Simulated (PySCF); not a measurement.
In(H)(OH)2(NH3), H₆InNO₂, singlet, CAM-B3LYP/def2-SVP optimised geometry.

```
10

In    -0.01    -1.47     0.00
H      1.71    -1.47     0.00
O     -1.13    -1.76     1.66
H     -0.98    -2.57     2.16
O     -1.13    -1.77    -1.66
H     -0.95    -2.56    -2.18
N     -1.13     0.53     0.00
H     -0.72     1.47     0.00
H     -1.71     0.40     0.83
H     -1.71     0.41    -0.83
```

Density from PySCF 2.14.0 with CAM-B3LYP/def2-TZVP, def2 effective core potentials past Kr at that geometry. The core electrons that the potentials of In replace are not part of the density.

Minimum of the electron density along straight lines between bonded atoms, close to the bond critical point (lines longer than 1.1 times the sum of covalent radii, or with two minima, are not listed):

```tsv
bond	length / Å	ρ at the minimum / e bohr⁻³	∇²ρ there / e bohr⁻⁵	position (fraction from the first atom)
In1–H2	1.716	0.106	0.11	0.64
In1–O3	2.026	0.103	0.45	0.52
O3–H4	0.962	0.356	-2.33	0.80
In1–O5	2.026	0.103	0.45	0.52
O5–H6	0.962	0.356	-2.33	0.80
In1–N7	2.291	(withheld)	(withheld)	0.50
N7–H8	1.018	0.333	-1.65	0.74
N7–H9	1.024	0.328	-1.68	0.75
N7–H10	1.024	0.328	-1.67	0.75
```

**Question.** What belongs in the gaps?

**Answer.** 
- In1–N7, ρ at the minimum / e bohr⁻³: 0.062
- In1–N7, ∇²ρ there / e bohr⁻⁵: 0.21
